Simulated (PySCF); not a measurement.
**SbSe₂: from structure and modes to constants**

Computed with PySCF, UB3LYP, basis Sb def2-SVP with ECP28, Se def2-SVP (scalar-relativistic core potentials, no spin–orbit coupling, density fitting).

The doublet minimum has C2v symmetry. Masses (u): Sb 120.90382, Se 79.91652.

```xyz
3
charge 0 multiplicity 2, angstrom
Sb    0.0000    0.0000   -0.6556
Se    2.1215    0.0000    0.4959
Se   -2.1215    0.0000    0.4959
```

Harmonic wavenumbers (cm⁻¹): 84.0 (a1, ×1), 240.9 (b2, ×1), 254.4 (a1, ×1).

What is the harmonic zero-point energy?

Half the sum of all 3 wavenumbers, 579/2 = 290 cm⁻¹, which is 3.5 kJ/mol (1 cm⁻¹ = 0.0119627 kJ/mol).

Find the vibrational entropy and heat capacity at 298.15 K.

With u = 1.43878 ω/T, each mode gives S = R[u/(eᵘ−1) − ln(1−e⁻ᵘ)] and C = R u² eᵘ/(eᵘ−1)².
| ω (cm⁻¹) | u | S (J/(mol K)) | C (J/(mol K)) |
| --- | --- | --- | --- |
| 84.0 | 0.406 | 15.88 | 8.20 |
| 240.9 | 1.162 | 7.52 | 7.44 |
| 254.4 | 1.228 | 7.11 | 7.34 |
The sums over all modes are S = 30.5 and C = 23.0 J/(mol K); the softest mode gives 52 % of the entropy.

This need not be the most stable arrangement of these atoms. No spin–orbit coupling is included, which matters more the heavier the element.
